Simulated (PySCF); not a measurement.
C5H7F, SMILES C=C(F)/C=C/C. Atoms are numbered in the order given.

```xyz
13

C     -0.8340    -2.2213     0.0000
C     -0.0689    -1.1248     0.0000
F      1.2639    -1.2547     0.0000
C     -0.5356     0.2514     0.0000
C      0.2790     1.3172     0.0000
C     -0.1702     2.7359     0.0000
H     -1.9195    -2.1269     0.0000
H     -0.3833    -3.2143     0.0000
H     -1.6224     0.3822     0.0000
H      1.3593     1.1341     0.0000
H      0.2179     3.2727    -0.8821
H     -1.2665     2.8214     0.0000
H      0.2179     3.2727     0.8821
```

The structure is a stationary point at PBE0-D3(BJ)/def2-SVP. Other conformers were not sampled.

These are M06-2X/def2-TZVP in PySCF values and carry that method's errors.

Symmetry labels are those of the subgroup Cs that the program uses (full group Cs).

Task: List the valence orbital energies around the gap with their symmetry. (An estimate is asked for; the answer gives what the named calculation found.)

Result: 
```tsv
orbital	symmetry	energy (eV)
HOMO−7	A'	-13.52
HOMO−6	A'	-13.33
HOMO−5	A"	-13.24
HOMO−4	A'	-12.83
HOMO−3	A'	-11.74
HOMO−2	A'	-11.50
HOMO−1	A"	-10.16
HOMO	A"	-7.77
LUMO	A"	0.01
LUMO+1	A'	2.13
LUMO+2	A'	2.52
LUMO+3	A"	2.92
```
